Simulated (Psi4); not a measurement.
Pair of molecules, SMILES [GaH3] with SMILES O (the first has 4 atoms); geometry from B3LYP-D3(BJ)/def2-TZVP, rigid monomers moved along the line of their centres of mass till Ga1···O5 is 2.56 Å.
(charge 0, multiplicity 1):
```xyz
7

Ga     0.3967    -0.3761     0.6852
H      1.8829    -0.0976     1.1226
H     -0.2292    -1.8111     0.8526
H     -0.2872     0.6261    -0.3304
O     -0.6877     0.6157     2.7812
H     -1.6495     0.5433     2.7427
H     -0.4830     1.5546     2.8720
```

Computed with SAPT0/aug-cc-pVDZ in Psi4.

**Question.** Give the four SAPT terms and the total, and say what mostly holds the pair together.

**Answer.** electrostatics -14.98, exchange 9.78, induction -4.83, dispersion -2.83, total -12.85 kcal/mol; the largest attraction is electrostatics.
